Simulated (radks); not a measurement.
The numbers below are computed, except where a source is named.
The calcium ion Ca+ inside a hard spherical wall (all orbitals vanish at R), configuration held at [Ar] 4s1 and not refilled when levels cross. Code: a radial shooting solver on a logarithmic mesh with Libxc functionals. Model: scalar-relativistic Kohn-Sham, PBEsol, spin-polarised, spherical densities, point nucleus; open shells are filled with parallel spins first. Eigenvalues in eV for spin up, with the zero of energy where the potential of the charges vanishes at infinity; a dash marks a level that is unbound or too diffuse for the functional's potential to be trusted. A positive occupied level is held by the wall or, in an anion where self-interaction has pushed it up, behind a barrier. The pressure on the wall is -dE/dV.

R (bohr) = free: E (hartree) -679.24622; kinetic (hartree) 683.780; e(2p) -341.43; e(3s) -53.860; e(3p) -34.840; e(4s) -9.360; e(3d, empty) -8.506; e(4p, empty) -6.253; pressure (GPa) 0
R (bohr) = 20: E (hartree) -679.24622; kinetic (hartree) 683.780; e(2p) -341.43; e(3s) -53.860; e(3p) -34.840; e(4s) -9.360; e(3d, empty) -8.506; e(4p, empty) -6.253; pressure (GPa) < 0.0001
R (bohr) = 15: E (hartree) -679.24622; kinetic (hartree) 683.780; e(2p) -341.43; e(3s) -53.860; e(3p) -34.840; e(4s) -9.360; e(3d, empty) -8.506; e(4p, empty) -6.252; pressure (GPa) < 0.0001
R (bohr) = 12: E (hartree) -679.24621; kinetic (hartree) 683.780; e(2p) -341.43; e(3s) -53.859; e(3p) -34.838; e(4s) -9.359; e(3d, empty) -8.505; e(4p, empty) -6.247; pressure (GPa) 0.000303
R (bohr) = 7: E (hartree) -679.23695; kinetic (hartree) 683.846; e(2p) -341.06; e(3s) -53.518; e(3p) -34.506; e(4s) -8.965; e(3d, empty) -8.206; e(4p, empty) -5.402; pressure (GPa) 0.520
R (bohr) = 3: E (hartree) -678.06285; kinetic (hartree) 688.202; e(2p) -330.72; e(3s) -46.055; e(3p) -26.950; e(4s) 21.212; e(3d, empty) 1.801; e(4p, empty) 31.688; pressure (GPa) 487
R (bohr) = 2.5: E (hartree) -676.45793; kinetic (hartree) 693.897; e(2p) -320.38; e(3s) -39.154; e(3p) -19.375; e(4s) 52.148; e(3d, empty) 11.281; e(4p, empty) 64.759; pressure (GPa) 1940
R (bohr) = 2: E (hartree) -671.62247; kinetic (hartree) 709.363; e(2p) -297.10; e(3s) -21.364; e(3p) 0.230; e(4s) 125.73; e(3d, empty) 33.266; e(4p, empty) 139.14; pressure (GPa) 9720
R (bohr) = 1.5: E (hartree) -654.23414; kinetic (hartree) 756.456; e(2p) -244.37; e(3s) 35.802; e(3p) 60.370; e(4s) 328.39; e(3d, empty) 90.430; e(4p, empty) 333.54; pressure (GPa) 67700
